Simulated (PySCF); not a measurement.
Isomers of C4H13F2NSi2.

All values: PBE0/pcSseg-1 (PySCF) at GFN2-xTB geometries, gas phase, one conformer each.

(1) Rank by the highest Hirshfeld charge on any atom, highest value first.
A. `[CH3:1][NH:2][CH2:3][C@@H:4]([SiH3:5])[Si@H:6]([F:7])[CH2:8][F:9]` with C1–N2–C3–C4 -155°, N2–C3–C4–Si5 -95°, C3–C4–Si6–F7 170°, C4–Si6–C8–F9 -11°
B. `[CH3:1][CH:2]([CH3:3])[Si@H:4]([F:5])[NH:6][SiH2:7][CH2:8][F:9]` with C1–C2–Si4–F5 -65°, C2–Si4–N6–Si7 165°, Si4–N6–Si7–C8 20°, N6–Si7–C8–F9 58°
C. `[CH3:1][CH2:2][CH2:3][C:4]([F:5])([F:6])[SiH2:7][SiH2:8][NH2:9]` with C1–C2–C3–C4 180°, C2–C3–C4–F5 -57°, C3–C4–Si7–Si8 -179°, C4–Si7–Si8–N9 -178°, Si7–Si8–N9–H -170° and 52°

(2) Rank by HOMO–LUMO gap, lowest first.
A. `[CH3:1][CH:2]([CH3:3])[Si@H:4]([F:5])[NH:6][SiH2:7][CH2:8][F:9]` with C1–C2–Si4–F5 -65°, C2–Si4–N6–Si7 165°, Si4–N6–Si7–C8 20°, N6–Si7–C8–F9 58°
B. `[CH3:1][C@@H:2]([CH2:3][CH:4]([F:5])[F:6])[NH:7][SiH2:8][SiH3:9]` with C1–C2–C3–C4 -175°, C2–C3–C4–F5 70°, C1–C2–N7–Si8 98°, C2–N7–Si8–Si9 178°
C. `[CH3:1][CH2:2][CH2:3][C:4]([F:5])([F:6])[SiH2:7][SiH2:8][NH2:9]` with C1–C2–C3–C4 180°, C2–C3–C4–F5 -57°, C3–C4–Si7–Si8 -179°, C4–Si7–Si8–N9 -178°, Si7–Si8–N9–H -170° and 52°

Answers

(1) B (+0.454 e), A (+0.378 e), C (+0.290 e).

(2) B (6.62 eV), C (6.84 eV), A (8.19 eV).

All values together:

```csv
SMILES,μ (D),HOMO (eV),LUMO (eV),lowest IAO charge (e),highest IAO charge (e),lowest Hirshfeld charge (e),highest Hirshfeld charge (e)
CC(C)C(F)(F)[SiH2][SiH2]N,2.34,-7.35,-0.47,-0.842 (N),+0.642 (Si),-0.322 (N),+0.288 (Si)
C[C@@H](CC(F)F)N[SiH2][SiH3],2.73,-7.05,-0.43,-0.675 (N),+0.597 (Si),-0.234 (N),+0.281 (Si)
CC(C)[Si@H](F)N[SiH2]CF,2.11,-7.64,0.55,-0.943 (N),+1.278 (Si),-0.331 (N),+0.454 (Si)
CNC[C@@H]([SiH3])[Si@H](F)CF,3.63,-7.61,0.50,-0.679 (C),+1.158 (Si),-0.239 (F),+0.378 (Si)
CCCC(F)(F)[SiH2][SiH2]N,2.17,-7.36,-0.52,-0.842 (N),+0.640 (Si),-0.322 (N),+0.290 (Si)
```

Conformers: `[CH3:1][CH:2]([CH3:3])[C:4]([F:5])([F:6])[SiH2:7][SiH2:8][NH2:9]` with C1–C2–C4–F5 178°, C2–C4–Si7–Si8 165°, C4–Si7–Si8–N9 -173°, Si7–Si8–N9–H -169° and 54°; `[CH3:1][C@@H:2]([CH2:3][CH:4]([F:5])[F:6])[NH:7][SiH2:8][SiH3:9]` with C1–C2–C3–C4 -175°, C2–C3–C4–F5 70°, C1–C2–N7–Si8 98°, C2–N7–Si8–Si9 178°; `[CH3:1][CH:2]([CH3:3])[Si@H:4]([F:5])[NH:6][SiH2:7][CH2:8][F:9]` with C1–C2–Si4–F5 -65°, C2–Si4–N6–Si7 165°, Si4–N6–Si7–C8 20°, N6–Si7–C8–F9 58°; `[CH3:1][NH:2][CH2:3][C@@H:4]([SiH3:5])[Si@H:6]([F:7])[CH2:8][F:9]` with C1–N2–C3–C4 -155°, N2–C3–C4–Si5 -95°, C3–C4–Si6–F7 170°, C4–Si6–C8–F9 -11°; `[CH3:1][CH2:2][CH2:3][C:4]([F:5])([F:6])[SiH2:7][SiH2:8][NH2:9]` with C1–C2–C3–C4 180°, C2–C3–C4–F5 -57°, C3–C4–Si7–Si8 -179°, C4–Si7–Si8–N9 -178°, Si7–Si8–N9–H -170° and 52°.
